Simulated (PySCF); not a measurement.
## Correlation energy of C⁺ (carbon, charge +1)

[He] 2s2 3d1, 2D determinant (an excited configuration). Calculation: PySCF 2.14, in aug-cc-pVTZ (5s4p3d2f, 46 functions); the non-relativistic Hamiltonian (point nucleus). Frozen: 1s2; 3 electrons correlated.

```csv
level,correlation energy (mhartree)
CCSD,-76.32
(T),-1.16
CCSD(T),-77.48
CCSDT,-77.80
```

Diagnostics: T1 = 0.0073, D1 = 0.0127, largest double amplitude 0.155.

**Question.** Is a single reference adequate?

**Answer.** Not fully. The outer electron is Rydberg-like, and this basis confines it to a smaller radius and binds it less than a complete one would. A double-excitation amplitude exceeds 0.15, a sign of near-degeneracy.
